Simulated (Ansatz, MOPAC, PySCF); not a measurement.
Lewis adduct: AlH3 (SMILES [AlH3]) (first 4 atoms) with H2O (SMILES O); geometry from B3LYP-D3(BJ)/def2-TZVP, rigid monomers moved along the line of their centres of mass till Al1···O5 is 3.68 Å.
(charge 0, multiplicity 1):
| atom | x (Å) | y (Å) | z (Å) |
|---|---|---|---|
| Al | -0.0213 | 0.2183 | 0.3257 |
| H | 0.6033 | -0.9348 | -0.5657 |
| H | -1.6083 | 0.3857 | 0.3374 |
| H | 0.8687 | 1.5100 | 0.6192 |
| O | 0.2023 | -1.1296 | 3.7421 |
| H | -0.6627 | -1.2312 | 4.1597 |
| H | 0.7504 | -0.5850 | 4.3218 |

Interaction energies are E(AB) − E(A) − E(B) at the monomers' geometry in the complex; basis-set methods are counterpoise corrected. Rows marked so take none.

Rows in 6-31G*, STO-3G carry no dispersion term and start afresh at each structure (6-31G* with six Cartesian d functions). The state that PM7 reach isn't checked; PM7 holds dispersion and hydrogen-bond terms.

Codes used: Ansatz (a program for electronic structure) with Gaussian orbitals; MOPAC for PM7 (differences of heats of formation); PySCF for 6-31G* rows, STO-3G rows, the dispersion terms. Values without a source in brackets are computed.

Problem. One of these levels gives -182.0 meV for the interaction energy. Which?
A. PM7
B. HF/6-31G* (no counterpoise)
C. PBE-D3(BJ)/def2-TZVPPD
D. HF/STO-3G (no counterpoise)

Solution. C, PBE-D3(BJ)/def2-TZVPPD. The others give -200.8 (PM7), -123.2 (HF/STO-3G (no counterpoise)), -238.2 (HF/6-31G* (no counterpoise))
